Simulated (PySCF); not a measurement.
VF2, SMILES [F][V][F] (connectivity only; charge and spin as stated), neutral, multiplicity 4. Coordinates come from a PBE-D3(BJ)/def2-TZVP optimisation. The spin state was assumed, not searched.

Level of theory: PBE-D3(BJ)/def2-TZVP (PySCF).

Harmonic wavenumbers (cm⁻¹): 80, 622, 761. Rotational constants (GHz): 270.9, 4.377, 4.307; symmetry number 2.

Work out the zero-point energy and the ideal-gas rigid-rotor harmonic-oscillator thermochemistry at 298.15 K and 1 atm.

ZPE = ½ Σ hcν = ½ × 1463 cm⁻¹ = 2.09 kcal/mol. H − E(el) = 5.10 kcal/mol. Entropy in cal/(mol K): translation 39.37, rotation 20.29, vibration 4.54, spin 2.75, total 66.95. G − E(el) = -14.87 kcal/mol. Cp = 11.61 cal/(mol K). Modes under 150 cm⁻¹ make the vibrational entropy uncertain.
